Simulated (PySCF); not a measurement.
Electron correlation in Tc³⁺ (technetium, charge +3)

Starting occupation: [Kr] 4d4, 4d3/2 with m_j = -3/2, -1/2, +1/2, +3/2. Calculation: PySCF 2.14, in x2c-SVPall-2c; X2C-1e with screened-nucleus spin-orbit coupling, Gaussian nucleus. Frozen: [Ar] 3d10; 12 electrons correlated; the 6 highest virtual spinors left out.

MP2 pair energies summed by pair of shells (mhartree):

```csv
pair,energy,share (%)
4d-4p,-96.79,44.1
4p-4p,-69.92,31.9
4d-4d,-27.52,12.5
4p-4s,-15.86,7.2
4d-4s,-5.98,2.7
4s-4s,-3.32,1.5
```

Total MP2 correlation energy: -219.38 mhartree.

The GHF reference relaxed away from the jj start to a determinant that is no pure jj level (⟨S²⟩ = 5.97, ⟨J²⟩ = 3.69); the energies belong to that determinant.

This basis was not built for core-valence correlation, so the inner-shell part is incomplete.
